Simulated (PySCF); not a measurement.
C₂H₆GeSi, SMILES [SiH2]1C=[CH][GeH2]1. Atoms are numbered in the order given.

```xyz
10

C     -1.1196     1.3911     0.0000
C     -1.5082     0.0933     0.0000
Ge     0.1772    -0.9515     0.0000
Si     0.7744     1.3756     0.0000
H     -1.8306     2.2283     0.0000
H     -2.5573    -0.2310     0.0000
H      0.3966    -1.8278    -1.2538
H      0.3966    -1.8278     1.2538
H      1.4240     1.9697     1.2075
H      1.4240     1.9697    -1.2075
```

Geometry: B3LYP-D3(BJ)/def2-SVP. This is a generated structure with no PubChem entry under its InChIKey; it may be hypothetical.

The numbers are results of M06-2X/def2-TZVP run with PySCF, not measurements.

Symmetry labels are those of the subgroup Cs that the program uses (full group Cs).

**Question.** List the valence orbital energies around the gap with their symmetry. (The exact figures need the calculation; the answer reports its results.)

**Answer.** 
```
orbital  symmetry  energy (eV)
-------  --------  -----------
HOMO−7         A'       -14.70
HOMO−6         A'       -14.24
HOMO−5         A"       -11.55
HOMO−4         A'       -11.14
HOMO−3         A"       -10.62
HOMO−2         A'        -9.18
HOMO−1         A"        -9.09
HOMO           A'        -8.50
LUMO           A"         0.29
LUMO+1         A'         0.72
LUMO+2         A'         1.09
LUMO+3         A"         1.66
```
